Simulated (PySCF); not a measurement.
How methods differ on the ionisation energy of Zn²⁺

Zn²⁺ [Ar] 3d10 (1S) → Zn³⁺ [Ar] 3d9 (2D), as a difference of total energies. Calculation: PySCF 2.14, in def2-QZVPPD (11s6p5d4f2g, 100 functions); no relativity, point nucleus. Correlated levels: valence: [Ar] frozen; valence and next inner shell: [Ne] frozen. The calculations carry no spin-orbit coupling.

```json
{"method": "UHF", "ionisation energy (eV)": "37.297", "plus first-order spin-orbit estimate": "37.145", "difference from reference of that sum (eV)": "-2.578"}
{"method": "LDA", "ionisation energy (eV)": "41.078", "plus first-order spin-orbit estimate": "40.926", "difference from reference of that sum (eV)": "+1.203"}
{"method": "PBE", "ionisation energy (eV)": "40.418", "plus first-order spin-orbit estimate": "40.266", "difference from reference of that sum (eV)": "+0.543"}
{"method": "PBE0", "ionisation energy (eV)": "39.942", "plus first-order spin-orbit estimate": "39.789", "difference from reference of that sum (eV)": "+0.066"}
{"method": "r2SCAN", "ionisation energy (eV)": "39.959", "plus first-order spin-orbit estimate": "39.806", "difference from reference of that sum (eV)": "+0.083"}
{"method": "MN15", "ionisation energy (eV)": "40.501", "plus first-order spin-orbit estimate": "40.348", "difference from reference of that sum (eV)": "+0.625"}
{"method": "HSE06", "ionisation energy (eV)": "39.935", "plus first-order spin-orbit estimate": "39.783", "difference from reference of that sum (eV)": "+0.060"}
{"method": "LC-wPBE", "ionisation energy (eV)": "40.289", "plus first-order spin-orbit estimate": "40.136", "difference from reference of that sum (eV)": "+0.413"}
{"method": "M06-L", "ionisation energy (eV)": "39.697", "plus first-order spin-orbit estimate": "39.544", "difference from reference of that sum (eV)": "-0.179"}
{"method": "MP2 (valence)", "ionisation energy (eV)": "40.323", "plus first-order spin-orbit estimate": "40.171", "difference from reference of that sum (eV)": "+0.448"}
{"method": "SCS-MP2 (valence)", "ionisation energy (eV)": "39.964", "plus first-order spin-orbit estimate": "39.812", "difference from reference of that sum (eV)": "+0.089"}
{"method": "MP2 (valence and next inner shell)", "ionisation energy (eV)": "40.810", "plus first-order spin-orbit estimate": "40.658", "difference from reference of that sum (eV)": "+0.935"}
{"method": "SCS-MP2 (valence and next inner shell)", "ionisation energy (eV)": "40.351", "plus first-order spin-orbit estimate": "40.199", "difference from reference of that sum (eV)": "+0.476"}
```

Reference: 39.723 eV (measured; NIST Atomic Spectra Database, ionization energies).

A first-order spin-orbit estimate (lowest level to lowest level, LS coupling) adds -0.152 eV.

These non-relativistic numbers lack the scalar-relativistic shift.

Errors of the correlated levels include the incompleteness of this basis and the frozen core.
